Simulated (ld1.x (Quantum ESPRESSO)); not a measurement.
# What the settings do to the TM potential of arsenic (As)

Base potential:

```json
{
  "Element": "As",
  "Generator": "ld1.x (Quantum ESPRESSO) 7.5",
  "Type": "norm-conserving Troullier–Martins (Kleinman–Bylander form)",
  "Functional": "PBE",
  "Relativity": "scalar-relativistic",
  "Frozen core": "[Ar] 3d10",
  "Valence charge": "5",
  "Reference configuration": "4s2 4p3",
  "Partial waves": "4s (bound): rc 1.15 bohr; 4p (bound): rc 1.70 bohr",
  "Local potential": "all-electron potential smoothed inside 1.15 bohr (lloc = -1)",
  "Core correction": "none"
}
```

All-electron outer shells of the reference configuration (PBE, scalar-relativistic, ld1.x):

```
shell  level (eV)  outermost node (bohr)  outermost maximum (bohr)
   3p     -133.68                   0.22                      0.52
   3d      -40.65                      –                      0.47
   4s      -14.49                   0.73                      1.61
   4p       -5.19                   0.78                      2.00
```

Cutoffs, loose and tight: the cutoffs (Ry, on a coarse ladder) from which the occupation-weighted sum of valence levels, in a spherical-Bessel basis at the reference potential, stays within 10 and 1 mRy of its value at 400 Ry. They do not see the model core or the augmentation charge, which bear on the density cutoff. Test errors are all-electron minus pseudo excitation energies from the reference, over the configurations 4s2 4p2; 4s2 4p1; 4s2 4p0; 4s1 4p4; 4s2 4p2.5; 4s1 4p0; 4s2 4p3.3. A dash means not determined; rows that change the core or the reference have their own tests.

A true bound ghost makes a file unfit for plane-wave use even where its test errors are small: the radial tests pick states by their node count and pass the ghost by.

```tsv
change	outcome	cutoff, loose	cutoff, tight	bound ghosts	largest test error (meV)
base	generated	70 Ry	260 Ry	s	-101
local potential all-electron potential smoothed inside 1.16 bohr (lloc = -1)	generated	70 Ry	260 Ry	s	-120
local potential all-electron potential smoothed inside 1.38 bohr (lloc = -1)	generated	70 Ry	260 Ry	none	+741
local potential all-electron potential smoothed inside 1.62 bohr (lloc = -1)	generated	70 Ry	260 Ry	none	+207
local potential all-electron potential smoothed inside 1.90 bohr (lloc = -1)	generated	70 Ry	260 Ry	none	+161
```

Q: What comes out with this change to the base: local potential all-electron potential smoothed inside 0.66 bohr (lloc = -1)?

A: outcome: generated; cutoff, loose: 70 Ry; cutoff, tight: 260 Ry; bound ghosts: s, p, d; largest test error (meV): +120.

Q: What comes out with this change to the base: local potential all-electron potential smoothed inside 1.02 bohr (lloc = -1)?

A: outcome: generated; cutoff, loose: 70 Ry; cutoff, tight: 260 Ry; bound ghosts: s; largest test error (meV): -60.

Reading the sweep of the rcloc (base included, trends over the rows without a ghost): Bound ghosts are found at 0.66, 1.02, 1.15, 1.16 bohr.
